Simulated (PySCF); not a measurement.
Molecule: `[SiH3]Cc1ccsc1`, C₅H₈SSi.

Cartesian coordinates in Å; atom numbers follow the order of the lines, from 1:
```xyz
15

Si   -2.071    0.646    0.611
C    -1.018   -0.053   -0.823
C     0.369   -0.344   -0.370
C     1.361    0.659   -0.194
C     2.539    0.168    0.259
S     2.479   -1.535    0.492
C     0.840   -1.574   -0.034
H    -3.421    0.904    0.107
H    -2.107   -0.341    1.690
H    -1.470    1.891    1.090
H    -1.478   -0.964   -1.207
H    -0.988    0.669   -1.641
H     1.189    1.699   -0.406
H     3.447    0.696    0.470
H     0.324   -2.513   -0.065
```

Frames of a GFN2-xTB Langevin trajectory at 400 K; GIAO PBE0/pcSseg-1 shieldings in PySCF, gas phase, non-relativistic; equivalent atoms averaged within each frame.

References, each an isolated molecule treated in the same way: TMS for $^{29}$Si (σref 349.16), $^{13}$C (σref 186.93), $^{1}$H (σref 31.72); CS2 for $^{33}$S (σref 503.73). The references are static minima.

Q: How do the shifts (ppm) fluctuate along the trajectory?

A: 
```
         time (fs)    Si1     C3     C5     C4     C7    C2   S6   H13   H14   H15
optimised geometry  -65.1  143.8  135.2  132.2  126.6  15.3  222  7.01  7.16  6.72
               250  -69.7  146.3  142.2  127.5  125.8  28.5  232  8.03  7.37  6.17
               425  -71.4  139.2  134.0  136.5  126.9  16.5  190  6.57  7.10  6.70
               625  -75.2  147.9  151.5  140.1  132.1  15.7  242  7.93  7.35  6.76
               800  -77.1  137.0  128.4  128.1  141.8  12.0  234  7.05  7.05  6.46
              1000  -66.8  139.1  139.0  129.1  147.7  16.1  309  7.55  7.26  8.51
    mean of frames  -72.1  141.9  139.0  132.3  134.8  17.8  241  7.43  7.22  6.92
standard deviation    4.1    4.9    8.7    5.7    9.6   6.3   43  0.61  0.15  0.92
```

5 frames give an uncertainty of the mean of about the standard deviation over 2.2 at best, since frames this close in time may not be independent; classical motion lacks zero-point vibration, and the reference would need the same averaging.
